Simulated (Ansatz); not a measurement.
Steps of a relaxation of F$_{2}$H$_{3}$NSeSn, SMILES `[NH2][Sn]([F])([F])[SeH]` with RKS PBE0-D4/def2-TZVP.

```sh
$ ansatz run in.yaml --threads 4 --pin off --events-out ev --progress --plain --max-ram 10444MiB
```

```yaml
crystal:
  periodic: [false, false, false]
  atoms:
    - {symbol: N, position_ang: [-0.395386, 1.709317, -0.162463]}
    - {symbol: Sn, position_ang: [0.233601, -0.237055, -0.205177]}
    - {symbol: F, position_ang: [1.538592, -0.722481, 1.177127]}
    - {symbol: F, position_ang: [1.280360, -0.358449, -1.848532]}
    - {symbol: Se, position_ang: [-1.629120, -1.937570, -0.058757]}
    - {symbol: H, position_ang: [0.381811, 2.313193, -0.471045]}
    - {symbol: H, position_ang: [-0.620367, 1.983362, 0.805450]}
    - {symbol: H, position_ang: [-0.697290, -2.807616, 0.707496]}
basis:
  gaussian: {orbitals: def2-TZVP}
hamiltonian: {xc: pbe0, dispersion: d4}
relax: {f_tol: 0.005, max_steps: 150}
```

Positions (Å) and forces (eV/Å) along the path, 8 of 8 steps:

```xyz
8
step=1 energy=-78145.4959 eV
N    -0.395    1.709   -0.162    0.654   -0.227    0.411
Sn    0.234   -0.237   -0.205    0.558    0.094   -0.142
F     1.539   -0.722    1.177   -0.687    0.271   -0.722
F     1.280   -0.358   -1.849   -0.561    0.068    0.889
Se   -1.629   -1.938   -0.059    0.629    0.132    0.158
H     0.382    2.313   -0.471   -0.486   -0.352    0.177
H    -0.620    1.983    0.805    0.125   -0.161   -0.594
H    -0.697   -2.808    0.707   -0.233    0.176   -0.177
8
step=2 energy=-78145.5741 eV
N    -0.375    1.683   -0.159    0.248    0.132    0.251
Sn    0.199   -0.232   -0.204    0.534    0.317   -0.065
F     1.471   -0.702    1.154   -0.023    0.044   -0.044
F     1.232   -0.353   -1.806   -0.029    0.011    0.056
Se   -1.566   -1.902   -0.063   -0.489   -0.482    0.057
H     0.397    2.275   -0.468   -0.205   -0.087    0.014
H    -0.601    1.964    0.795   -0.024   -0.007   -0.223
H    -0.666   -2.789    0.696   -0.011    0.073   -0.046
8
step=3 energy=-78145.5948 eV
N    -0.364    1.673   -0.146    0.141    0.070    0.126
Sn    0.216   -0.240   -0.197    0.065    0.164   -0.032
F     1.498   -0.693    1.153   -0.016   -0.016   -0.003
F     1.242   -0.354   -1.799    0.000   -0.011   -0.004
Se   -1.597   -1.918   -0.066   -0.040   -0.067    0.028
H     0.377    2.283   -0.481   -0.089   -0.078   -0.018
H    -0.602    1.976    0.794   -0.039   -0.040   -0.094
H    -0.677   -2.785    0.686   -0.022   -0.023   -0.004
8
step=4 energy=-78145.5958 eV
N    -0.360    1.667   -0.148    0.162   -0.027   -0.114
Sn    0.245   -0.234   -0.208   -0.067    0.020   -0.032
F     1.523   -0.719    1.130    0.040    0.008    0.032
F     1.260   -0.373   -1.814    0.006    0.026   -0.001
Se   -1.597   -1.885   -0.051   -0.025   -0.048    0.013
H     0.373    2.302   -0.444   -0.011    0.007   -0.042
H    -0.660    1.949    0.774   -0.093    0.034    0.148
H    -0.693   -2.764    0.705   -0.012   -0.019   -0.003
8
step=5 energy=-78145.5976 eV
N    -0.346    1.677   -0.147    0.012   -0.002    0.068
Sn    0.233   -0.232   -0.208   -0.059   -0.024    0.021
F     1.513   -0.712    1.132    0.026    0.004    0.020
F     1.252   -0.360   -1.812   -0.002    0.011   -0.009
Se   -1.595   -1.911   -0.048    0.003    0.042   -0.017
H     0.386    2.308   -0.450    0.011   -0.014   -0.034
H    -0.656    1.971    0.772   -0.013   -0.033   -0.043
H    -0.696   -2.798    0.704    0.022    0.017   -0.005
8
step=6 energy=-78145.5986 eV
N    -0.339    1.674   -0.145   -0.011   -0.052   -0.017
Sn    0.231   -0.235   -0.193   -0.005    0.013   -0.001
F     1.520   -0.709    1.142   -0.001   -0.001   -0.010
F     1.240   -0.362   -1.805    0.007   -0.004    0.006
Se   -1.603   -1.900   -0.033   -0.001    0.006   -0.001
H     0.393    2.299   -0.457    0.008    0.023    0.005
H    -0.668    1.978    0.762    0.003    0.020    0.015
H    -0.682   -2.803    0.674    0.001   -0.006    0.003
8
step=7 energy=-78145.5987 eV
N    -0.341    1.672   -0.144   -0.002    0.008    0.001
Sn    0.233   -0.234   -0.193    0.000   -0.009   -0.001
F     1.522   -0.709    1.140    0.000    0.000   -0.001
F     1.244   -0.366   -1.802    0.001    0.002    0.002
Se   -1.604   -1.897   -0.031    0.002    0.003    0.001
H     0.387    2.302   -0.460    0.000    0.000   -0.002
H    -0.666    1.979    0.764    0.000   -0.002    0.000
H    -0.684   -2.805    0.670   -0.001   -0.001    0.000
8
step=8 energy=-78145.5987 eV
N    -0.342    1.672   -0.144    0.000   -0.003    0.000
Sn    0.233   -0.234   -0.192    0.000    0.005   -0.001
F     1.523   -0.709    1.141    0.001   -0.001    0.001
F     1.246   -0.365   -1.801    0.000    0.000    0.001
Se   -1.604   -1.895   -0.030   -0.001    0.000    0.000
H     0.385    2.302   -0.462    0.000   -0.001    0.000
H    -0.665    1.979    0.765    0.001    0.000   -0.001
H    -0.685   -2.806    0.668    0.000   -0.001    0.000
```

Run time 15 s (4 threads of an AMD EPYC 9R45 on a shared host); peak host memory 0.69 GiB.
